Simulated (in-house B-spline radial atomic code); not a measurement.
## RPA and G0W0 on PBE0: Kr7+

Configuration [Ar] 3d10 4s1, highest spin, mean-field start PBE0. Computed with an all-electron radial atomic-structure program (B-spline basis): all electrons, scalar-relativistic (spin-free one-electron X2C), finite nucleus, each spin shell either full or empty, empty states to l = 9 with an (l + 1/2)⁻⁴ tail; G0W0 by contour deformation at full frequency.

Command:
```bash
python run_gw.py task.json out
```
Settings (radii: box in bohr, nucleus in fm):
```
Z                        36
electrons                29
configuration            [Ar] 3d10 4s1
hamiltonian              x2c
method                   pbe0
lmax                     9
rms_radius               4.1884
spin_polarised           True
box_radius               8.41
intervals                67
ion_configuration        [Ar] 3d10
```

Cost of the run: 8.1 s on 1 thread of Arm Neoverse N1 (shared host).

Energies (hartree):

```
                                     term        value
                         mean-field total  -2775.99168
Hartree-Fock functional on these orbitals  -2774.71487
                      direct second order      -2.4366
                    second-order exchange      0.71888
                         SOSEX correction      0.67293
```

What is the RPA correlation energy, and what remains with SOSEX?

RPA gives -2.1781 hartree (-2.04 eV per electron); RPA + SOSEX gives -1.5051, and the second-order doubles -1.7178 hartree (no singles). RPA lacks exchange-type terms and so overcorrelates at short range.

Quasi-particle levels (eV):

| level | occupied | mean field | Σx - vxc | Σc | QP weight | G0W0 |
| --- | --- | --- | --- | --- | --- | --- |
| 4s up | yes | -120.97 | -3.98 | ? | ? | ? |
| 3d down | yes | -199.21 | -15.43 | 2.67 | 0.965 | -211.97 |
| 3d up | yes | -199.59 | -15.40 | 2.66 | 0.960 | -212.33 |
| 3p down | yes | -316.40 | -24.63 | 7.99 | 0.891 | -333.04 |
| 4s down | no | -114.73 | 8.11 | -2.66 | 0.969 | -109.28 |

G0W0 = mean field + (Σx - vxc) + Σc, with Σc (partial-wave tail included) taken at the quasi-particle energy. Only the outer levels were computed.

Where does G0W0 put 4s up?

At -126.87 eV, with Σc = -1.92 eV and a quasi-particle weight of 0.980. The tabulated removal energy is 125.802 ± 0.003 eV (NIST, measured); the calculation leaves out spin-orbit coupling, Breit and QED terms, and what these don't explain is the method's own error.

What does it cost to remove one electron (to [Ar] 3d10) by differences of total energies, each species on its own start (correlation terms add to the Hartree-Fock functional)?

PBE0 126.76 eV, Hartree-Fock functional 124.64 eV, + RPA 126.48 eV, + RPA + SOSEX 125.74 eV, + second order 126.11 eV. Tabulated: 125.802 ± 0.003 eV (NIST, measured); the calculation leaves out spin-orbit coupling, Breit and QED terms, and what these don't explain is the method's own error.
